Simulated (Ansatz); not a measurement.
```tsv
atom	x (Å)	y (Å)	z (Å)
O	0.0000	0.0000	0.0000
O	0.0000	0.0000	1.8150
```

Basis set: pcseg-2 (spherical functions). Charge 0, multiplicity 1.

Computed with Ansatz (development build ahead of 0.2.0); each method stands on the lowest determinant of its kind that the runs found.

(1) Give the atomization energy at this shape (free ground-state atoms in the same class of orbitals less the molecule, no zero-point energy) of singlet O₂ by PBE (unrestricted), RHF.

Answers

(1)

```tsv
method	atomization energy
PBE (unrestricted)	175.6 kJ/mol
RHF	-579.4 kJ/mol
```

Caution: another spin multiplicity may lie lower; the shape is not the minimum. Caution for PBE (unrestricted): the unrestricted determinant is a mixture of spin states. Caution for RHF: stretched shape with no unrestricted run beside it, a lower state can exist; the molecule lies well above its atoms at this level.
